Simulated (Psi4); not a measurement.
HgI (SMILES [I][Hg]), doublet, geometry from GFN2-xTB (such geometries of metal compounds can be far from the true shape) (the spin is typed, not shown lowest) (core potentials on Hg, I), atoms displaced at random by about 0.05 Å a coordinate; B3LYP/def2-SVP run with Psi4.

Psi4 was given this input:
```
memory 2 GB

molecule {
0 2
  Hg    0.02089830   -0.04488872   -1.22134097
  I    -0.05528007   -0.03148486    1.87761363
}

set basis def2-svp
set reference uks
set opt_coordinates cartesian

optimize('b3lyp')
print_variables()
```

### Question
Write the output that Psi4 gives for this input, abridged.

### Answer

```
gradient() will perform analytic gradient computation.

   => Loading Basis Set <=

    Name: DEF2-SVP
    Role: ORBITAL
    Keyword: BASIS

    !!!  WARNING: ECP capability is in beta. Please check occupations closely.  !!!

         ---------------------------------------------------------
                                   SCF
               by Justin Turney, Rob Parrish, Andy Simmonett
                          and Daniel G. A. Smith
                              UKS Reference
         ---------------------------------------------------------

  ==> Geometry <==

    Molecular point group: c2v
    Full point group: C_inf_v

    Geometry (in Angstrom), charge = 0, multiplicity = 2:

       Center              X                  Y                   Z               Mass
    ------------   -----------------  -----------------  -----------------  -----------------
         HG           0.000000000000     0.000000000000    -1.196179521546   201.970643400000
         I           -0.000000000000     0.000000000000     1.903740222637   126.904471900000

  Running in c2v symmetry.

  Rotational constants: A = ************  B =      0.02251  C =      0.02251 [cm^-1]
  Rotational constants: A = ************  B =    674.81097  C =    674.81097 [MHz]
  Nuclear repulsion =   85.353372722452292

  Charge       = 0
  Multiplicity = 2
  Electrons    = 45
  Nalpha       = 23
  Nbeta        = 22

  ==> Algorithm <==

  SCF Algorithm Type is DF.
  DIIS enabled.
  MOM disabled.
  Fractional occupation disabled.
  Guess Type is SAD.
  Energy threshold   = 1.00e-08
  Density threshold  = 1.00e-08
  Integral threshold = 1.00e-12

  ==> Primary Basis <==

  Basis Set: DEF2-SVP
    Blend: DEF2-SVP
    Number of shells: 22
    Number of basis functions: 58
    Number of Cartesian functions: 65
    Spherical Harmonics?: true
    Max angular momentum: 3

  Core potential: DEF2-SVP
    Number of shells: 8
    Number of ECP primitives: 39
    Number of ECP core electrons: 88
    Max angular momentum: 3

  ==> DFT Potential <==

   => LibXC <=

    Version 7.1.2
    S. Lehtola, C. Steigemann, M. J. T. Oliveira, and M. A. L. Marques,  SoftwareX 7, 1–5 (2018) (10.1016/j.softx.2017.11.002)

   => Composite Functional: B3LYP <=

    B3LYP Hyb-GGA Exchange-Correlation Functional

    P. J. Stephens, F. J. Devlin, C. F. Chabalowski, and M. J. Frisch,  J. Phys. Chem. 98, 11623 (1994) (10.1021/j100096a001)

    Deriv               =              1
    GGA                 =           TRUE
    Meta                =          FALSE

    Exchange Hybrid     =           TRUE
    MP2 Hybrid          =          FALSE

   => Exchange Functionals <=

    0.0800   Slater exchange
    0.7200         Becke 88

   => Exact (HF) Exchange <=

    0.2000               HF

   => Correlation Functionals <=

    0.1900   Vosko, Wilk & Nusair (VWN5_RPA)
    0.8100   Lee, Yang & Parr

   => LibXC Density Thresholds  <==

    XC_HYB_GGA_XC_B3LYP:  1.00E-15

   => Molecular Quadrature <=

    Radial Scheme          =       TREUTLER
    Pruning Scheme         =           NONE
    Nuclear Scheme         =       TREUTLER

    Blocking Scheme        =         OCTREE
    BS radius alpha        =              1
    Pruning alpha          =              1
    Radial Points          =             75
    Spherical Points       =            302
    Total Points           =          41090
    Total Blocks           =            395
    Max Points             =            253
    Max Functions          =             58
    Weights Tolerance      =       1.00E-15

   => Loading Basis Set <=

    Name: (DEF2-SVP AUX)
    Role: JKFIT
    Keyword: DF_BASIS_SCF

  ==> Integral Setup <==

  SCF_SUBTYPE=INCORE selected. In-core MEM_DF algorithm will be used.
  Using in-core AOs.

  ==> MemDFJK: Density-Fitted J/K Matrices <==

    J tasked:                   Yes
    K tasked:                   Yes
    wK tasked:                   No
    Algorithm:                 Core
    Schwarz Cutoff:           1E-12
    Mask sparsity (%):       1.1296
    Fitting Condition:        1E-10

   => Auxiliary Basis Set <=

  Basis Set: (DEF2-SVP AUX)
    Blend: DEF2-UNIVERSAL-JKFIT
    Number of shells: 97
    Number of basis functions: 465
    Number of Cartesian functions: 674
    Spherical Harmonics?: true
    Max angular momentum: 6

  Minimum eigenvalue in the overlap matrix is 1.0472292957E-02.
  Reciprocal condition number of the overlap matrix is 3.0292978310E-03.
    Using symmetric orthogonalization.

  ==> Pre-Iterations <==

  SCF Guess: Superposition of Atomic Densities via on-the-fly atomic UHF (no occupation information).

   -------------------------
    Irrep   Nso     Nmo
   -------------------------
     A1        27      27
     A2         5       5
     B1        13      13
     B2        13      13
   -------------------------
    Total      58      58
   -------------------------

  ==> Iterations <==

                           Total Energy        Delta E     RMS |[F,P]|

   @DF-UKS iter SAD:  -447.55757344661026   -4.47558e+02   0.00000e+00
    Occupation by irrep:
             A1    A2    B1    B2
    DOCC [    11,    2,    4,    5 ]
    SOCC [     0,    0,    1,    0 ]
    NA   [    11,    2,    5,    5 ]
    NB   [    11,    2,    4,    5 ]

   @DF-UKS iter   1:  -451.01860673459413   -3.46103e+00   1.85942e-02 DIIS/ADIIS
    Occupation by irrep:
             A1    A2    B1    B2
    DOCC [    10,    2,    5,    5 ]
    SOCC [     1,    0,    0,    0 ]
    NA   [    11,    2,    5,    5 ]
    NB   [    10,    2,    5,    5 ]

   @DF-UKS iter   2:  -447.71545105638199    3.30316e+00   4.99087e-02 DIIS/ADIIS
   @DF-UKS iter   3:  -451.32881040625216   -3.61336e+00   7.29399e-03 DIIS/ADIIS
   @DF-UKS iter   4:  -451.34869693710641   -1.98865e-02   2.99932e-03 DIIS/ADIIS
   @DF-UKS iter   5:  -451.35533329931093   -6.63636e-03   1.19408e-03 DIIS/ADIIS
   @DF-UKS iter   6:  -451.35698381158278   -1.65051e-03   2.09226e-04 DIIS/ADIIS
[...]
  @DF-UKS Final Energy:  -451.35785859960049
    Total Energy =                       -451.3578585996004904
  @DF-UKS Final Energy:  -451.35822120955532
    Total Energy =                       -451.3582212095553245
  @DF-UKS Final Energy:  -451.35825065878066
    Total Energy =                       -451.3582506587806620
  @DF-UKS Final Energy:  -451.35828566237194
    Total Energy =                       -451.3582856623719408
  @DF-UKS Final Energy:  -451.35829333679783
    Total Energy =                       -451.3582933367978285
  @DF-UKS Final Energy:  -451.35829612746483
    Total Energy =                       -451.3582961274648255
  @DF-UKS Final Energy:  -451.35829643459431
    Total Energy =                       -451.3582964345943083
[...]
    Spherical Harmonics?: true
    Max angular momentum: 3

  Core potential: DEF2-SVP
    Number of shells: 8
    Number of ECP primitives: 39
    Number of ECP core electrons: 88
    Max angular momentum: 3

  ==> DFJKGrad: Density-Fitted SCF Gradients <==

    Gradient:                    1
    J tasked:                  Yes
    K tasked:                  Yes
    wK tasked:                  No
    Integrals threads:           1
    Schwarz Cutoff:          1E-12
    Fitting Condition:       1E-10

   => Auxiliary Basis Set <=

  Basis Set: (DEF2-SVP AUX)
    Blend: DEF2-UNIVERSAL-JKFIT
    Number of shells: 97
    Number of basis functions: 465
    Number of Cartesian functions: 674
    Spherical Harmonics?: true
    Max angular momentum: 6

  ==> DFT Potential <==

   => LibXC <=

    Version 7.1.2
    S. Lehtola, C. Steigemann, M. J. T. Oliveira, and M. A. L. Marques,  SoftwareX 7, 1–5 (2018) (10.1016/j.softx.2017.11.002)

   => Composite Functional: B3LYP <=

    B3LYP Hyb-GGA Exchange-Correlation Functional

    P. J. Stephens, F. J. Devlin, C. F. Chabalowski, and M. J. Frisch,  J. Phys. Chem. 98, 11623 (1994) (10.1021/j100096a001)

    Deriv               =              1
    GGA                 =           TRUE
    Meta                =          FALSE

    Exchange Hybrid     =           TRUE
    MP2 Hybrid          =          FALSE

   => Exchange Functionals <=

    0.0800   Slater exchange
    0.7200         Becke 88

   => Exact (HF) Exchange <=

    0.2000               HF

   => Correlation Functionals <=

    0.1900   Vosko, Wilk & Nusair (VWN5_RPA)
    0.8100   Lee, Yang & Parr

   => LibXC Density Thresholds  <==

    XC_HYB_GGA_XC_B3LYP:  1.00E-15

   => Molecular Quadrature <=

    Radial Scheme          =       TREUTLER
    Pruning Scheme         =           NONE
    Nuclear Scheme         =       TREUTLER

    Blocking Scheme        =         OCTREE
    BS radius alpha        =              1
    Pruning alpha          =              1
    Radial Points          =             75
    Spherical Points       =            302
    Total Points           =          41072
    Total Blocks           =            401
    Max Points             =            254
    Max Functions          =             58
    Weights Tolerance      =       1.00E-15

  -Total Gradient:
     Atom            X                  Y                   Z
    ------   -----------------  -----------------  -----------------
       1       -0.000000000000     0.000000000000     0.000049014876
       2        0.000000000000     0.000000000000     0.000043198656

    			-----------------------------------------

    			 OPTKING 3.0: for geometry optimizations

    			     By R.A. King, Bethel University

    			        with contributions from

    			    A.V. Copan, J. Cayton, A. Heide

    			-----------------------------------------

	                            ===> Fragment 1 <==

	 Z (Atomic Numbers)          Masses                          Geom
	      80.000000            201.970643         0.00000000  0.00000000 -2.12190126
	      53.000000            126.904472        -0.00000000  0.00000000  3.37704225

	 - Coordinate -           - BOHR/RAD -       - ANG/DEG -
	 X(1)             =         0.000000           0.000000
	 Y(1)             =         0.000000           0.000000
	 Z(1)             =        -2.121901          -1.122862
	 X(2)             =        -0.000000          -0.000000
	 Y(2)             =         0.000000           0.000000
	 Z(2)             =         3.377042           1.787054

	        --- Internal Coordinate Step in ANG or DEG, aJ/ANG or AJ/DEG ---
	-------------------------------------------------------------------------------
	           Coordinate      Previous         Force          Change          New
	           ----------      --------        ------          ------        ------
	                 X(1)       0.00000        0.00000        0.00000       0.00000
	                 Y(1)       0.00000        0.00000        0.00000       0.00000
	                 Z(1)      -1.12286       -0.00040       -0.00020      -1.12306
	                 X(2)      -0.00000       -0.00000        0.00000      -0.00000
	                 Y(2)       0.00000        0.00000        0.00000       0.00000
	                 Z(2)       1.78705       -0.00036       -0.00034       1.78671
	-------------------------------------------------------------------------------

	                                 ==> Convergence Check <==

	Measures of convergence in internal coordinates in au.

	Criteria marked as inactive (o), active & met (*), and active & unmet ( ).

	----------------------------------------------------------------------------------------------
	   Step    Total Energy     Delta E     Max Force     RMS Force      Max Disp      RMS Disp
	----------------------------------------------------------------------------------------------
	  Convergence Criteria     1.00e-06 *    3.00e-04 *             o    1.20e-03 *             o
	----------------------------------------------------------------------------------------------
	     9    -451.35829643   -3.07e-07 *    4.90e-05 *    2.67e-05 o    6.50e-04 *    3.08e-04 o  ~
	----------------------------------------------------------------------------------------------

Next Geometry in Ang
	Fragment 1 (Ang)

	   Hg   0.0000000000   0.0000000000  -1.1230641477
	    I  -0.0000000000   0.0000000000   1.7867097889

    Final optimized geometry and variables:
    Molecular point group: c2v
    Full point group: C_inf_v

    Geometry (in Angstrom), charge = 0, multiplicity = 2:

    HG           0.000000000000    -0.000000000000    -1.122861790868
    I            0.000000000000     0.000000000000     1.787053796887

  Variable Map:
  ----------------------------------------------------------------------------
[...]
  Array Variable Map:
  ----------------------------------------------------------------------------
[...]
Optimizer: Optimization complete!
```
